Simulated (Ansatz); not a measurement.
`[CH3][Ge][F]` + CH₃OH → `C[O][Ge][F]` + CH₄ at 500 K and 1 bar (ligand exchange at a Ge–C bond).

Calculated with Ansatz (gas phase, PBE0-D4/def2-TZVP geometries, no zero-point term in ΔE). CCSD(T)/CBS adds triple-zeta CCSD(T) − MP2 to the extrapolated MP2 energy (def2 sets, frozen cores). This one scheme is used for every species. For Ge outer-core shells are correlated without core-valence functions, which leaves a few kJ/mol of doubt a bond. Scalar relativity is left out up to krypton. One conformer a species, not always the lowest.

```csv
species,CCSD(T)/CBS energy (Eh),H − E (kJ/mol),S (J/(mol·K))
`[CH3][Ge][F]`,-2215.78112,126.9,339.2
CH₃OH,-115.61712,157.0,265.4
`C[O][Ge][F]`,-2290.98541,149.4,365.0
CH₄,-40.46206,135.6,206.8
```

H − E and S are ideal-gas, rigid-rotor, harmonic terms from PBE0-D4/def2-TZVP, for one conformer and one mirror image of each species. 1 Eh = 2625.50 kJ/mol, R = 8.31446 J/(mol·K).

By hand: ΔE, ΔH, ΔS and ΔG.

ΔE = (-2290.98541) + (-40.46206) − (-2215.78112) − (-115.61712) = -0.04923 Eh = -129.3 kJ/mol. Δ(H − E) = 149.4 + 135.6 − 126.9 − 157.0 = 1.1, so ΔH = -128.2 kJ/mol. ΔS = 365.0 + 206.8 − 339.2 − 265.4 = -32.8 J/(mol·K). ΔG = -128.2 − 500 × (-32.8)/1000 = -111.8 kJ/mol.

By hand: the equilibrium constant, and the temperature at which ΔG would vanish if ΔH and ΔS stayed fixed.

log₁₀ K = −ΔG/(RT ln 10) = 11.7. ΔG = 0 at ΔH/ΔS = 3909 K, far beyond where these terms or the molecules hold.

ΔH outweighs TΔS. A doubt of 5 kJ/mol in ΔE shifts log₁₀ K by 0.5 here. Other conformers and mirror images would add mixing entropy, several J/(mol·K) or more a flexible species. These are equilibria of isolated gas molecules and say nothing of rates. Largest T1 diagnostic: 0.015 (customary marks: 0.02 for closed shells, 0.045 for open ones).
